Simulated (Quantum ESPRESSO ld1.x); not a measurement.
Values are calculated unless marked as measured or tabulated.
All-electron atom: the iridium ion Ir16+ in [Kr] 4d10 4f13 5s2. Code: ld1.x of Quantum ESPRESSO 7.5. Model: Dirac Kohn-Sham, PBE, spin-unpolarised, spherical densities, point nucleus; open shells are shared between the two j in proportion to 2j + 1. Some entries of the table are withheld. Estimate them.

| orbital | occ. | eigenvalue (Ry) | r(max) (bohr) |
|---|---|---|---|
| 1s1/2 | 2 | -5613.62 | 0.011 |
| 2s1/2 | 2 | -1002.49 | 0.062 |
| 2p1/2 | 2 | -961.342 | 0.047 |
| 2p3/2 | 4 | -841.654 | 0.053 |
| 3s1/2 | 2 | -253.815 | 0.176 |
| 3p1/2 | 2 | -235.405 | 0.164 |
| 3p3/2 | 4 | -209.168 | 0.179 |
| 3d3/2 | 4 | -178.497 | 0.140 |
| 3d5/2 | 6 | -172.823 | 0.143 |
| 4s1/2 | 2 | -73.5897 | 0.395 |
| 4p1/2 | 2 | -65.8019 | 0.395 |
| 4p3/2 | 4 | -59.5109 | 0.425 |
| 4d3/2 | 4 | -46.7302 | 0.418 |
| 4d5/2 | 6 | -45.5444 | 0.428 |
| 5s1/2 | 2 | -29.3930 | 0.846 |
| 4f5/2 | 5.57143 | -29.1597 | (1) |
| 4f7/2 | 7.42857 | -28.9051 | (2) |
| 5p1/2 | 0 | -26.5358 | 0.873 |
| 5p3/2 | 0 | -25.0078 | 0.931 |
| 5d3/2 | 0 | -20.5177 | 1.02 |
| 5d5/2 | 0 | -20.2441 | 1.03 |
| 6s1/2 | 0 | (3) | 1.57 |

Answer. 
(1) 4f5/2 r(max) (bohr): 0.386
(2) 4f7/2 r(max) (bohr): 0.389
(3) 6s1/2 eigenvalue (Ry): -16.1200
